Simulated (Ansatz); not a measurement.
Total energies of Zr(NH2)F3 (ZrNF₃H₂) from Ansatz at PBE0-D4/def2-TZVP, gas phase (1 Eh = 27.2114 eV = 2625.5 kJ/mol). The reference geometry is relaxed at r2SCAN-D4/def2-SVP.

```csv
atom,x (Å),y (Å),z (Å)
Zr1,-0.3479,0.6298,-0.3054
N2,0.5040,-1.0086,0.5140
H3,0.8346,-1.1002,1.4750
H4,0.7031,-1.8850,0.0303
F5,-1.0550,1.6821,1.1238
F6,-1.6227,0.0383,-1.6010
F7,0.9839,1.6436,-1.2367
```

```
                 state   geometry  energy (Eh)
      charge 0 singlet  reference   -402.64115
      charge 1 doublet  reference   -402.25640
free Zr atom (triplet)          –    -46.88229
 free N atom (quartet)          –    -54.54382
 free H atom (doublet)          –     -0.50104
 free F atom (doublet)          –    -99.67617
```

In the def2 sets Zr takes a core potential; there is no spin–orbit coupling.

(1) Work out the vertical ionisation energy to the doublet.

(2) What is the binding energy per atom against free atoms?

(1) E(charge 1 doublet) − E(charge 0 singlet) = -402.25640 − (-402.64115) = 0.38475 Eh = 10.47 eV. For comparison, −ε of the highest occupied level is 8.20 eV at this level, 2.27 eV less.

(2) Atoms: 1 × (-46.88229) + 1 × (-54.54382) + 2 × (-0.50104) + 3 × (-99.67617) = -401.45670 Eh. Binding: -401.45670 − (-402.64115) = 1.18445 Eh = 32.23 eV, or 4.60 eV for each of 7 atoms (no zero-point energy, no counterpoise term).
